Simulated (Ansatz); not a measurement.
Consider the atomization: `C[SiH2]S[SiH3]` → C• + 8 H• + S• + 2 Si•.

Program: Ansatz. Geometries: PBE0-D4/def2-TZVP. ΔE: electronic, gas phase. CCSD(T)/CBS is the MP2 limit (def2-TZVPP, def2-QZVPP) plus CCSD(T) − MP2 in def2-TZVPP, frozen cores. This one scheme is used for every species, atoms too. DFT in def2-TZVPP. No spin–orbit coupling; open shells (•) take unrestricted orbitals. Spin–orbit coupling would lower the free atoms: a little for C, S, Si. One conformer a species, not always the lowest.

```csv
level,ΔE (eV)
PBE0-D4,40.40
CAM-B3LYP-D4,40.66
MP2/def2-SVP,37.85
CCSD/CBS(def2),40.31
```

Q: What does CCSD(T)/CBS give? (Estimate.)

A: The calculation gave: +40.72 eV. The listed levels differ from it by -0.32, -0.06, -2.87, -0.41 eV.

Largest T1 diagnostic among the species: 0.012.

From PBE to PBE0 (25 % exact exchange), in def2-TZVPP and without D4, ΔE moves by −0.07 eV: exact exchange takes away binding that semilocal exchange gives to molecules. Leaving LDA and LC-ωPBE aside and taking each functional with its dispersion term where it has one, the values, not all of them listed here, spread over 1.03 eV, from revPBE-D4 to ωB97X-V. LDA lies +4.79 eV from PBE without D4, its usual overbinding.

For atomizations the MP2-based limit and the directly extrapolated one differ by several kJ/mol either way, and by 10 to 25 for some Ge, Se and Sn compounds, so smaller differences from it don't rank the levels.
